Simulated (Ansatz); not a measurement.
Born–Oppenheimer molecular dynamics of C2H11NOSi2 (17 atoms, charge 0, multiplicity 1). It starts from a relaxed structure.

Theory: RKS PBE0-D4/STO-3G (Ansatz 0.2.0).

- ensemble: NVT, Langevin thermostat
- time step: 0.5 fs
- steps asked: 439
- set temperature: 500 K
- friction: 0.05 /fs
- seed: 685952

Frames 0.5 fs apart, positions in Å, forces in eV/Å.

Velocities at 45 fs (Å/ps):

```
C -1.66 10.96 -8.70
C 0.34 -2.18 -1.69
N -2.44 2.65 -6.92
Si -2.52 -5.12 -1.25
O -2.55 1.35 -1.35
Si 6.19 2.72 0.08
H -7.80 -13.94 29.73
H 23.11 -19.28 -27.46
H -8.58 2.50 -28.65
H -30.30 7.72 14.96
H -18.79 9.63 -10.39
H 28.59 24.23 -14.59
H 22.61 -10.66 2.48
H 17.41 -10.86 2.55
H -5.84 36.35 -27.19
H -1.17 -16.28 22.89
H -19.23 8.77 -28.57
```

```xyz
17
Properties=species:S:1:pos:R:3:forces:R:3 time_fs=45 energy_less_start_eV=0.752 T=427
C -1.109 0.138 0.868 -1.25 -1.91 0.38
C 0.153 -0.557 0.250 -0.12 3.51 -2.02
N 0.142 -1.961 0.521 -0.60 -2.59 2.39
Si 1.611 0.645 0.740 0.01 1.00 -0.38
O 0.168 -0.578 -1.231 -0.31 0.49 -0.14
Si -0.865 0.530 -2.046 0.78 0.30 -0.80
H -2.103 -0.238 0.501 1.13 -0.33 0.28
H -1.052 -0.049 1.949 -0.30 0.28 0.04
H -1.161 1.189 0.689 0.53 1.37 -0.07
H 1.004 -2.348 0.125 1.04 -0.52 -0.88
H 0.273 -2.185 1.558 -0.34 0.60 -0.54
H 1.210 1.076 2.033 0.19 0.34 0.69
H 1.782 1.864 -0.099 -0.68 -0.96 0.39
H 2.944 0.157 0.789 0.44 -0.75 0.13
H -0.696 1.981 -1.913 0.15 -0.49 0.56
H -2.259 0.265 -1.922 -0.55 -0.20 0.20
H -0.463 0.283 -3.403 -0.12 -0.14 -0.22
17
Properties=species:S:1:pos:R:3:forces:R:3 time_fs=45.5 energy_less_start_eV=0.789 T=373
C -1.110 0.143 0.864 -1.20 -2.07 0.26
C 0.153 -0.558 0.249 -0.25 3.59 -2.15
N 0.140 -1.960 0.518 -1.16 -2.28 2.55
Si 1.610 0.643 0.740 0.48 0.88 -0.44
O 0.167 -0.578 -1.231 -0.22 0.49 -0.20
Si -0.862 0.532 -2.046 0.63 0.54 -1.04
H -2.107 -0.245 0.516 1.17 -0.25 0.18
H -1.038 -0.060 1.936 -0.32 0.42 0.29
H -1.164 1.194 0.675 0.51 1.27 0.01
H 0.992 -2.346 0.128 1.58 -0.78 -1.14
H 0.263 -2.181 1.551 -0.32 0.52 -0.38
H 1.224 1.090 2.027 0.12 0.34 0.80
H 1.792 1.859 -0.098 -0.71 -0.94 0.34
H 2.955 0.150 0.789 0.10 -0.65 0.12
H -0.697 1.997 -1.925 0.13 -0.79 0.56
H -2.260 0.257 -1.913 -0.38 -0.14 0.18
H -0.471 0.289 -3.417 -0.15 -0.14 0.03
17
Properties=species:S:1:pos:R:3:forces:R:3 time_fs=46 energy_less_start_eV=0.810 T=415
C -1.112 0.148 0.859 -1.08 -2.03 0.29
C 0.153 -0.558 0.249 -0.36 3.58 -2.27
N 0.138 -1.961 0.514 -1.32 -2.07 2.38
Si 1.609 0.642 0.740 0.95 0.75 -0.40
O 0.166 -0.579 -1.231 -0.14 0.50 -0.25
Si -0.859 0.533 -2.045 0.47 0.71 -1.28
H -2.109 -0.254 0.533 1.16 -0.17 0.06
H -1.024 -0.070 1.926 -0.35 0.57 0.42
H -1.165 1.205 0.664 0.47 0.96 0.11
H 0.986 -2.348 0.124 1.67 -0.83 -1.14
H 0.252 -2.176 1.543 -0.25 0.40 -0.13
H 1.236 1.109 2.024 0.08 0.29 0.81
H 1.800 1.854 -0.096 -0.72 -0.89 0.26
H 2.968 0.144 0.789 -0.28 -0.52 0.12
H -0.697 2.012 -1.935 0.10 -1.04 0.57
H -2.261 0.247 -1.903 -0.19 -0.07 0.16
H -0.478 0.292 -3.430 -0.19 -0.12 0.29
17
Properties=species:S:1:pos:R:3:forces:R:3 time_fs=46.5 energy_less_start_eV=0.825 T=453
C -1.114 0.153 0.855 -0.88 -1.81 0.48
C 0.153 -0.557 0.248 -0.46 3.51 -2.39
N 0.135 -1.963 0.511 -1.17 -1.91 1.92
Si 1.607 0.641 0.741 1.35 0.60 -0.29
O 0.164 -0.579 -1.231 -0.05 0.52 -0.29
Si -0.857 0.535 -2.045 0.26 0.78 -1.54
H -2.109 -0.264 0.551 1.07 -0.10 -0.09
H -1.011 -0.079 1.919 -0.38 0.73 0.40
H -1.168 1.221 0.657 0.44 0.45 0.21
H 0.986 -2.351 0.115 1.41 -0.71 -0.95
H 0.241 -2.168 1.534 -0.16 0.24 0.21
H 1.246 1.129 2.022 0.06 0.23 0.78
H 1.807 1.847 -0.091 -0.73 -0.79 0.15
H 2.981 0.140 0.787 -0.63 -0.41 0.12
H -0.698 2.026 -1.946 0.08 -1.25 0.58
H -2.264 0.234 -1.891 0.03 0.02 0.12
H -0.485 0.291 -3.443 -0.24 -0.09 0.57
17
Properties=species:S:1:pos:R:3:forces:R:3 time_fs=47 energy_less_start_eV=0.852 T=481
C -1.117 0.159 0.850 -0.67 -1.48 0.71
C 0.153 -0.555 0.247 -0.53 3.39 -2.49
N 0.131 -1.965 0.507 -0.82 -1.78 1.23
Si 1.607 0.641 0.742 1.66 0.47 -0.10
O 0.162 -0.579 -1.231 0.03 0.55 -0.34
Si -0.855 0.538 -2.044 -0.03 0.71 -1.76
H -2.107 -0.277 0.569 0.95 -0.02 -0.24
H -0.999 -0.088 1.915 -0.41 0.90 0.31
H -1.172 1.241 0.652 0.41 -0.19 0.33
H 0.992 -2.357 0.105 0.93 -0.49 -0.65
H 0.229 -2.159 1.523 -0.04 0.05 0.67
H 1.255 1.152 2.021 0.06 0.13 0.69
H 1.815 1.840 -0.085 -0.74 -0.66 0.01
H 2.993 0.137 0.786 -0.92 -0.32 0.13
H -0.697 2.034 -1.954 0.06 -1.35 0.59
H -2.271 0.220 -1.879 0.33 0.14 0.07
H -0.490 0.287 -3.455 -0.28 -0.04 0.83
17
Properties=species:S:1:pos:R:3:forces:R:3 time_fs=47.5 energy_less_start_eV=0.896 T=401
C -1.118 0.164 0.847 -0.44 -1.27 1.00
C 0.152 -0.553 0.246 -0.57 3.24 -2.56
N 0.128 -1.968 0.502 -0.43 -1.66 0.64
Si 1.607 0.641 0.743 1.85 0.36 0.14
O 0.159 -0.580 -1.230 0.10 0.59 -0.40
Si -0.853 0.540 -2.043 -0.31 0.56 -1.93
H -2.102 -0.290 0.585 0.80 0.06 -0.38
H -0.987 -0.096 1.913 -0.45 1.08 0.15
H -1.175 1.259 0.644 0.37 -0.72 0.44
H 0.998 -2.364 0.094 0.41 -0.24 -0.31
H 0.219 -2.148 1.515 0.07 -0.13 1.01
H 1.264 1.177 2.022 0.07 0.01 0.54
H 1.824 1.832 -0.079 -0.74 -0.52 -0.15
H 3.001 0.132 0.784 -1.11 -0.26 0.16
H -0.696 2.038 -1.960 0.05 -1.36 0.61
H -2.277 0.207 -1.868 0.62 0.26 0.02
H -0.494 0.283 -3.464 -0.31 0.00 1.02
17
Properties=species:S:1:pos:R:3:forces:R:3 time_fs=48 energy_less_start_eV=0.949 T=389
C -1.119 0.169 0.843 -0.16 -1.18 1.40
C 0.152 -0.551 0.244 -0.59 3.10 -2.63
N 0.126 -1.973 0.498 -0.16 -1.51 0.35
Si 1.607 0.642 0.744 1.93 0.30 0.37
O 0.156 -0.580 -1.230 0.17 0.61 -0.45
Si -0.851 0.543 -2.043 -0.56 0.40 -2.03
H -2.094 -0.303 0.596 0.61 0.10 -0.49
H -0.976 -0.104 1.913 -0.51 1.28 -0.13
H -1.179 1.273 0.636 0.35 -1.11 0.53
H 1.004 -2.370 0.085 0.03 -0.04 -0.04
H 0.212 -2.135 1.512 0.16 -0.26 1.12
H 1.273 1.201 2.023 0.09 -0.12 0.38
H 1.835 1.824 -0.075 -0.74 -0.39 -0.28
H 3.003 0.125 0.781 -1.18 -0.24 0.18
H -0.695 2.038 -1.965 0.05 -1.30 0.62
H -2.283 0.199 -1.858 0.84 0.35 -0.02
H -0.498 0.279 -3.470 -0.33 0.03 1.13
17
Properties=species:S:1:pos:R:3:forces:R:3 time_fs=48.5 energy_less_start_eV=0.997 T=366
C -1.121 0.173 0.838 0.10 -1.12 1.69
C 0.153 -0.549 0.242 -0.62 2.96 -2.67
N 0.123 -1.977 0.493 0.02 -1.31 0.15
Si 1.609 0.642 0.745 1.95 0.28 0.55
O 0.152 -0.579 -1.229 0.27 0.60 -0.50
Si -0.849 0.545 -2.043 -0.82 0.22 -2.03
H -2.085 -0.316 0.604 0.42 0.13 -0.59
H -0.967 -0.110 1.912 -0.56 1.43 -0.31
H -1.182 1.285 0.627 0.32 -1.42 0.60
H 1.010 -2.376 0.078 -0.24 0.10 0.18
H 0.203 -2.121 1.510 0.25 -0.39 1.17
H 1.284 1.223 2.025 0.10 -0.23 0.22
H 1.846 1.817 -0.076 -0.74 -0.31 -0.36
H 3.002 0.117 0.778 -1.21 -0.22 0.20
H -0.695 2.036 -1.970 0.07 -1.19 0.63
H -2.287 0.193 -1.850 1.01 0.43 -0.06
H -0.504 0.275 -3.470 -0.31 0.04 1.14
17
Properties=species:S:1:pos:R:3:forces:R:3 time_fs=49 energy_less_start_eV=1.027 T=345
C -1.122 0.177 0.834 0.31 -1.13 1.77
C 0.154 -0.546 0.239 -0.69 2.82 -2.63
N 0.121 -1.982 0.489 0.15 -1.09 0.05
Si 1.610 0.644 0.746 1.91 0.29 0.70
O 0.148 -0.577 -1.229 0.36 0.59 -0.57
Si -0.848 0.548 -2.042 -1.00 0.01 -2.03
H -2.076 -0.329 0.608 0.29 0.18 -0.65
H -0.960 -0.112 1.908 -0.59 1.52 -0.34
H -1.186 1.294 0.619 0.29 -1.61 0.65
H 1.014 -2.381 0.072 -0.45 0.20 0.39
H 0.193 -2.109 1.510 0.33 -0.49 1.13
H 1.292 1.245 2.027 0.13 -0.36 0.05
H 1.854 1.810 -0.080 -0.74 -0.24 -0.41
H 3.000 0.110 0.772 -1.19 -0.21 0.24
H -0.696 2.030 -1.972 0.10 -1.01 0.64
H -2.287 0.189 -1.841 1.09 0.47 -0.09
H -0.510 0.272 -3.469 -0.29 0.06 1.11
17
Properties=species:S:1:pos:R:3:forces:R:3 time_fs=49.5 energy_less_start_eV=1.037 T=405
C -1.123 0.181 0.831 0.49 -1.24 1.68
C 0.156 -0.543 0.235 -0.79 2.68 -2.52
N 0.119 -1.986 0.485 0.25 -0.88 0.11
Si 1.611 0.645 0.747 1.83 0.33 0.80
O 0.144 -0.576 -1.228 0.44 0.58 -0.66
Si -0.847 0.551 -2.041 -1.10 -0.28 -2.07
H -2.067 -0.343 0.610 0.19 0.25 -0.68
H -0.954 -0.108 1.900 -0.60 1.54 -0.20
H -1.191 1.297 0.612 0.26 -1.65 0.65
H 1.017 -2.386 0.065 -0.62 0.28 0.56
H 0.185 -2.097 1.512 0.40 -0.57 0.94
H 1.300 1.268 2.028 0.15 -0.48 -0.10
H 1.859 1.802 -0.085 -0.73 -0.19 -0.46
H 2.995 0.103 0.764 -1.12 -0.21 0.28
H -0.698 2.022 -1.972 0.13 -0.74 0.65
H -2.284 0.188 -1.832 1.09 0.50 -0.12
H -0.516 0.269 -3.469 -0.28 0.08 1.13
17
Properties=species:S:1:pos:R:3:forces:R:3 time_fs=50 energy_less_start_eV=1.032 T=432
C -1.125 0.185 0.827 0.57 -1.46 1.46
C 0.158 -0.540 0.230 -0.87 2.50 -2.34
N 0.115 -1.991 0.480 0.42 -0.69 0.22
Si 1.612 0.646 0.748 1.73 0.36 0.82
O 0.140 -0.576 -1.227 0.51 0.60 -0.81
Si -0.846 0.555 -2.039 -1.18 -0.63 -2.12
H -2.060 -0.358 0.611 0.15 0.33 -0.68
H -0.949 -0.100 1.888 -0.58 1.49 0.08
H -1.198 1.297 0.608 0.23 -1.54 0.60
H 1.022 -2.390 0.058 -0.84 0.39 0.76
H 0.177 -2.087 1.516 0.47 -0.62 0.67
H 1.310 1.289 2.028 0.16 -0.57 -0.19
H 1.859 1.792 -0.094 -0.72 -0.13 -0.49
H 2.988 0.097 0.755 -1.01 -0.23 0.32
H -0.694 2.011 -1.972 0.16 -0.43 0.67
H -2.281 0.185 -1.823 1.08 0.54 -0.13
H -0.525 0.267 -3.469 -0.26 0.10 1.14
17
Properties=species:S:1:pos:R:3:forces:R:3 time_fs=50.5 energy_less_start_eV=1.025 T=402
C -1.127 0.188 0.824 0.52 -1.78 1.26
C 0.159 -0.537 0.223 -0.92 2.30 -2.07
N 0.112 -1.996 0.476 0.59 -0.53 0.42
Si 1.613 0.646 0.750 1.61 0.42 0.81
O 0.136 -0.576 -1.226 0.55 0.61 -1.00
Si -0.846 0.557 -2.038 -1.25 -0.99 -2.11
H -2.055 -0.372 0.611 0.21 0.46 -0.65
H -0.946 -0.090 1.878 -0.55 1.41 0.33
H -1.205 1.293 0.607 0.20 -1.33 0.51
H 1.028 -2.396 0.052 -1.06 0.49 0.94
H 0.171 -2.078 1.521 0.52 -0.65 0.31
H 1.323 1.309 2.027 0.14 -0.65 -0.26
H 1.857 1.783 -0.103 -0.70 -0.09 -0.51
H 2.982 0.094 0.747 -0.88 -0.27 0.36
H -0.686 1.999 -1.969 0.18 -0.11 0.68
H -2.279 0.182 -1.817 1.08 0.59 -0.14
H -0.536 0.266 -3.468 -0.23 0.10 1.12
```

Of the whole run (220 fs, mean temperature of the second half 486 K): A run of 0.22 ps of so small a system gives no equilibrium averages. Limits of this set-up: minimal basis.

Time of the run: 26 min on 1 thread of Arm Neoverse V1 (shared host), peak memory 0.1 GiB.
